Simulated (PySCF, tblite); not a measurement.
Compound: C6H9NO.
Numbering: `[CH2:1]=[N:2]/[CH:3]=[CH:4]\[CH2:5][C:6]([CH3:7])=[O:8]` (hydrogens: H9, H10 on C1; H11 on C3; H12 on C4; H13, H14 on C5; H15, H16, H17 on C7)

The geometry is computed with GFN2-xTB (gas phase).

Problem. Give the optimised bond lengths and angles.

Solution. 
```
                  bond  length (Å)
                 C1=N2       1.261
                 N2–C3       1.379
                 C3=C4       1.335
                 C4–C5       1.493
                 C5–C6       1.526
                 C6–C7       1.502
                 C6=O8       1.202
                 C1–H9       1.079
                C1–H10       1.095
                C3–H11       1.092
                C4–H12       1.080
        C5–H13, C5–H14       1.089
C7–H15, C7–H16, C7–H17       1.088
```

Bonds in one row agree within 0.01 Å and their mean is given. A selection of angles:
```
   angle  degrees
C1–N2–C3    120.3
N2–C3–C4    121.0
C3–C4–C5    123.7
C4–C5–C6    107.0
C5–C6–C7    113.7
C5–C6–O8    122.3
C7–C6–O8    124.0
```

Dihedral angles: C1–N2–C3–C4 -179° (antiperiplanar); N2–C3–C4–C5 1° (synperiplanar); C3–C4–C5–C6 98° (anticlinal); C4–C5–C6–C7 -88° (synclinal). The mirror-image conformer, all signs reversed, is as good.

The C–C distances run from 1.335 Å (C3=C4, drawn double) to 1.526 Å (C5–C6, drawn single), a spread of 0.191 Å. Of the pairs four or more bonds apart, N2···H13 is among the closest relative to their van der Waals radii: 2.47 Å, 90 % of the sum of Bondi's values. The C–N distances run from 1.261 Å (C1=N2, drawn double) to 1.379 Å (N2–C3, drawn single), a spread of 0.118 Å.

Point group: C1 (no symmetry element, even within 0.4 Å). Its GFN2-xTB frequencies are all real (lowest 32 cm⁻¹). The numbers are those of one conformer.
